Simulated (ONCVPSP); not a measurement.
How hard is this O (Z = 8) ONCV potential?

ONCVPSP 4.0.1 input, shortened (lines: element, Z, core and valence counts, functional; n l f; lmax; l rc ep ncon nbas qcut; lloc lpopt rc5 dvloc0; l nproj debl; icmod fcfact rcfact), PW91, scalar-relativistic:

```
  O 8.00    1    2  -109134      upf
    1    0    2.00
    2    0    2.00
    2    1    4.00
    1
    0    0.95    0.00    4    9    5.30
    1    1.75    0.00    4    8   10.00
    4    5    0.95   -1.00
    0    2    2.60
    1    2    2.20
    1    0.70    0.00
```

Q: For each optimised wave give the share of its norm inside rc, the residual kinetic energy above qcut (Ha) and the cutoffs (Ha) for errors of 10, 1, 0.1 and 0.01 mHa per electron.

A:

| wave | norm inside rc | residual KE | 10 mHa | 1 mHa | 0.1 mHa | 0.01 mHa |
| --- | --- | --- | --- | --- | --- | --- |
| 2s | 0.412 | 1.7e-02 | 18.0 | 215.1 | 267.6 | 352.9 |
| s projector 2 | 0.057 | 6.3e-03 | 8.6 | 28.4 | 157.7 | 339.5 |
| 2p | 0.799 | 1.7e-09 | 21.2 | 27.7 | 33.2 | 37.8 |
| p projector 2 | 0.159 | 2.1e-08 | 22.1 | 29.6 | 35.8 | 40.8 |

The occupied waves need 215 Ha and 268 Ha for 1 and 0.1 mHa. Its largest configuration-test error is +1146 meV.
